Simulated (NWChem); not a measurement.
# BeNH$_{2}$Cl; SMILES [NH2][Be][Cl]

```xyz
5

Be     0.0007    -0.5436     0.0000
Cl     0.0000     1.2752     0.0000
N      0.0005    -2.0362     0.0000
H     -0.0035    -2.6251    -0.8260
H     -0.0035    -2.6251     0.8260
```
Atoms are numbered in this order, from 1.

Program: NWChem. Pople sets run with spherical d functions. All runs use the structure optimised with PBE0/def2-SVP.

**Question.** Estimate the computed values for PBE0/6-311++G**. Quantities: highest occupied level (eV); orbital gap (eV); dipole (D).

**Answer.** 
| Quantity | Result |
|---|---|
| highest occupied level (eV) | -7.64 |
| orbital gap (eV) | 7.09 |
| dipole (D) | 2.30 |
